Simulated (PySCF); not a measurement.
ClH2NOSW, SMILES [S]=[W]([OH])([Cl])=[NH], multiplicity 1.

The structure is a stationary point at PBE-D3(BJ)/def2-SVP. The multiplicity is an assumed one; no other spin state was optimised. The structure was generated by enumeration; whether it is a known compound was not checked. The def2 effective core potentials stand for the cores of W; spin–orbit coupling is left out. Other conformers were not sampled.

These are PBE-D3(BJ)/def2-SVP (PySCF 2.14.0) values and carry that method's errors.

Frequencies are harmonic and unscaled.

```tsv
mode	ν (cm⁻¹)	IR (km/mol)	moving atoms (share of kinetic energy)
1	129	0.4	Cl 41 %, S 33 %, W 13 %, O 11 %
2	152	0.3	Cl 28 %, O 27 %, W 16 %, S 14 %, N 10 %
3	188	4.5	O 45 %, S 21 %, H 12 %, W 10 %
4	225	16.5	N 45 %, H 20 %, S 14 %, O 12 %
5	244	10.4	N 46 %, H 24 %, O 20 %
6	330	46.5	H 76 %, O 12 %
7	390	42.6	Cl 77 %, W 18 %
8	513	207.4	S 43 %, H 34 %, W 11 %, N 11 %
9	550	37.1	H 46 %, S 38 %, N 10 %
10	584	180.6	H 84 %, N 10 %
11	646	98.4	H 49 %, O 43 %
12	721	39.1	O 52 %, H 36 %, W 9 %
13	979	72.5	N 84 %
14	3524	161.3	H 92 %
15	3741	241.6	H 94 %
```
